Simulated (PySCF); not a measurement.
Vertical excitations of a molecule H9NSi3 from TDDFT-M06-2X/def2-SVPD (PySCF 2.14.0), as energy in eV (oscillator strength): 6.16 (0.001), 7.08 (0.002), 7.08 (0.002), 7.39 (0.089), 7.76 (0.002), 7.76 (0.002), 7.82 (0.001), 8.00 (0.000), 8.25 (0.000), 8.25 (0.000). Lowest triplet (TDA): 5.84 eV. Coordinates come from a B3LYP-D3(BJ)/def2-SVP optimisation. The geometry has at least one imaginary mode, so it is a saddle point at that level. The values are those of a single conformer.

Q: Identify the compound among the candidates.
(A) N[SiH2][SiH2][SiH3]
(B) [SiH3]N[SiH2][SiH3]
(C) N[SiH]([SiH3])[SiH3]
(D) [SiH3]N([SiH3])[SiH3]

A: D, [SiH3]N([SiH3])[SiH3]
